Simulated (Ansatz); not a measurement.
Basis sets compared for cis-PtH2(AsH3)2 (As2PtH8). Charge 0, multiplicity 1. Geometry PBE0-D4/def2-SVP. Ansatz on 4 threads of Arm Neoverse V1 on a shared host; times are rough, and most runs start from earlier orbitals.

```tsv
atom	x (Å)	y (Å)	z (Å)
Pt1	0.6667	-0.4948	0.7606
H2	0.9139	-1.9157	1.4212
H3	1.8745	-0.1486	1.7290
As4	0.6565	1.8268	0.0202
H5	-0.3061	2.4143	-0.9987
H6	1.9210	2.3741	-0.6046
H7	0.4847	2.9100	1.0621
As8	-1.1375	-1.4724	-0.5538
H9	-2.2617	-2.1682	0.1813
H10	-0.7950	-2.6142	-1.4853
H11	-2.0170	-0.7113	-1.5320
```

In the def2 sets Pt takes a core potential; there is no spin–orbit coupling.

Binding counts from free atoms (Pt triplet, H doublet, As quartet) in the same basis, without a counterpoise term.

```tsv
level	functions	energy (Eh)	HOMO (eV)	LUMO (eV)	binding per atom (eV)	wall time
PBE-D4/def2-SVP	136	-4594.7273	-5.14	-1.32	2.60	1.8 s
PBE0-D4/def2-SVP	136	-4594.8100	-6.32	-0.63	2.55	2.9 s
```

(1) Estimate the rows for PBE-D4/def2-TZVP (with forces), PBE0-D4/def2-TZVP.

Answers

(1) 
| level | functions | energy (Eh) | HOMO (eV) | LUMO (eV) | binding per atom (eV) | wall time |
| --- | --- | --- | --- | --- | --- | --- |
| PBE-D4/def2-TZVP (with forces) | 184 | -4595.3018 | -5.14 | -1.43 | 2.63 | 3 s |
| PBE0-D4/def2-TZVP | 184 | -4595.3825 | -6.31 | -0.70 | 2.58 | 4.1 s |
